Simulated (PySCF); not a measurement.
## Exercise with solution: chemical shift, span and skew from a shielding tensor

Ga(OH)2(PH2) (GaH₄O₂P), SMILES [OH][Ga]([OH])[PH2]. Atoms are numbered in the order given.

```xyz
8

Ga    -0.3155     0.0022     0.0000
O     -1.2140    -0.0062    -1.5437
H     -2.1753    -0.0039    -1.4913
O     -1.2140    -0.0062     1.5437
H     -2.1753    -0.0039     1.4913
P      1.9601     0.1151     0.0000
H      2.0769    -0.8429     1.0473
H      2.0769    -0.8429    -1.0473
```
Charge 0, spin multiplicity 1.

Geometry: ωB97X-D3(BJ)/def2-SVP. The structure was generated by enumeration; whether it is a known compound was not checked. The values are those of a single conformer.

GIAO shieldings from PBE0/pcSseg-1 (PySCF), non-relativistic, no solvent. The symmetric part of the tensor of P6 has the principal values 566.9, 648.2, 718.5 ppm. The same nucleus in PH3 has σ = 586.6 ppm at this level (PySCF, at its B3LYP-D3(BJ)/def2-TZVP geometry).

**Question.** Work out the isotropic shielding, the ³¹P shift against PH3, the span and the skew.

**Answer.** 
σ(iso) = (σ11 + σ22 + σ33)/3 = 644.5 ppm. δ = σ(ref) − σ(iso) = 586.6 − (644.5) = -57.9 ppm.
Span Ω = σ33 − σ11 = 151.6 ppm. Skew κ = 3(σ(iso) − σ22)/Ω = -0.07. Tumbling in solution averages the tensor to δ; in a static solid the shielding alone would spread this spin-1/2 line over Ω.
